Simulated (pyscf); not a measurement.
# H₃Si–SiH(SiH₃)–SiH(SiH₃)–SiH₃, singlet

Gas-phase minimum from PySCF at ωB97X-D3(BJ)/def2-SVP, one conformer. 

```
Si
H 1 1.4947
Si 1 2.3296 2 111.63
H 3 1.4946 1 111.63 2 43.46
Si 1 2.3313 2 111.43 3 121.63
H 5 1.4926 1 111.11 2 -68.16
H 5 1.4927 6 109.20 1 -123.02
H 5 1.4936 6 108.67 7 -118.40
Si 3 2.3313 4 111.44 1 121.59
H 9 1.4926 3 111.11 4 -68.44
H 9 1.4926 10 109.20 3 -123.03
H 9 1.4936 10 108.67 11 -118.41
Si 3 2.3325 4 110.28 9 120.40
H 13 1.4926 3 110.45 4 53.06
H 13 1.4928 14 108.79 8 -47.34
H 13 1.4929 14 108.98 15 -118.51
Si 1 2.3325 2 110.27 5 120.37
H 17 1.4926 1 110.46 2 53.14
H 17 1.4928 18 108.78 12 -47.34
H 17 1.4929 18 108.98 19 -118.51
```
Charge 0, spin multiplicity 1.

Properties at ωB97X-D3(BJ)/def2-SVP:

| Quantity | Value |
|---|---|
| Harmonic wavenumbers, unscaled | 34, 64, 75, 83, 88, 99, 100, 119, 141, 155, 160, 350, 406, 432, 437, 466, 472, 475, 493, 507, 545, 551, 570, 592, 688, 689, 702, 710, 881, 885, 896, 920, 946, 950, 952, 953, 955, 956, 956, 959, 2221, 2225, 2239, 2240, 2241, 2246, 2248, 2248, 2248, 2250, 2252, 2253, 2254, 2256 cm⁻¹ |
| Zero-point energy | 75.5 kcal/mol |
| Rotational symmetry number | 2 |
| Entropy of this conformer at 298 K and 1 atm, rigid rotor and harmonic oscillator, modes under 100 cm⁻¹ raised to 100 | 496.3 J/(mol K) |
| Dipole moment | 0.33 D |

Single-point totals, which compare only within one level:

```tsv
level	total energy (hartree)
ωB97X-D3(BJ)/def2-TZVP	-1745.61618
PBE/def2-TZVP	-1744.48719
r²SCAN/def2-TZVP	-1745.25127
B3LYP-D3(BJ)/def2-TZVP	-1745.59819
PBE0-D3(BJ)/def2-TZVP	-1744.70017
M06-2X/def2-TZVP	-1745.25667
ωB97M-D3(BJ)/def2-TZVP	-1745.65744
```

The lowest mode is so soft that the shape along it may change with the basis. Soft torsions are taken as harmonic, which can shift the entropy by several J/(mol K).
